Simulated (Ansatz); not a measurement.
`COB(F)[CH2][AlH2]` + `[SiH3]S` → `[AlH2][S][SiH3]` + `COB(C)F`  (ligand exchange at the Al–C bond)

Isolated molecules relaxed with PBE0-D4/def2-TZVP in Ansatz; ΔE leaves out vibrations. CBS: MP2 limit from def2 TZ/QZ plus the TZ coupled-cluster correction, frozen cores. One conformer a species, not always the lowest.

```json
{"level": "MP2/def2-TZVPP", "ΔE (eV)": "-1.15"}
{"level": "CCSD(T)/def2-TZVPP", "ΔE (eV)": "-1.11"}
```

Q: What does CCSD(T)/CBS give? (Best estimate.)

A: Computed: -1.14 eV. The listed levels differ from it by -0.01, 0.03 eV.

Largest T1 diagnostic among the species: 0.012.

In def2-TZVPP, CCSD(T) changes the Hartree–Fock value by +0.09 eV (the triples alone add +0.00 eV) and MP2 by +0.06 eV.
